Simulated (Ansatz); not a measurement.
Start from `[CH3][In]([CH3])[CH3]` and change one atom or group to get `[CH3][In]([CH3])[OH]`.

Ansatz, PBE0-D4/def2-TZVP geometries, multiplicity 1. Each molecule was computed in one conformer, which needn't be the lowest.

Elements past krypton have def2 core potentials.

```
                                          property  `[CH3][In]([CH3])[CH3]`
    size of the dipole moment (PBE/def2-TZVPP) / D                     0.01
size of the dipole moment (ωB97M-V/def2-TZVPP) / D                     0.01
               HOMO energy (B3LYP/def2-TZVPP) / eV                    -6.78
             HOMO energy (ωB97M-V/def2-TZVPP) / eV                    -9.18
               LUMO energy (B3LYP/def2-TZVPP) / eV                    -1.14
               HOMO–LUMO gap (PBE/def2-TZVPP) / eV                     4.28
```

(1) What does the change do to each property? (Estimate.)

Answers

(1) Ansatz gave: 
```tsv
property	`[CH3][In]([CH3])[OH]`	shift
size of the dipole moment (PBE/def2-TZVPP) / D	2.21	2.20
size of the dipole moment (ωB97M-V/def2-TZVPP) / D	2.41	2.40
HOMO energy (B3LYP/def2-TZVPP) / eV	-7.21	-0.43
HOMO energy (ωB97M-V/def2-TZVPP) / eV	-9.62	-0.44
LUMO energy (B3LYP/def2-TZVPP) / eV	-0.98	0.16
HOMO–LUMO gap (PBE/def2-TZVPP) / eV	4.79	0.51
```

With PBE0 the HOMO falls by 0.44 eV and the LUMO rises by 0.15 eV, so the gap widens by about 0.59 eV. PBE moves the HOMO by -0.33 eV and ωB97M-V by -0.44 eV.

B3LYP here is the variant with VWN-RPA as its local correlation; programs differ in this.
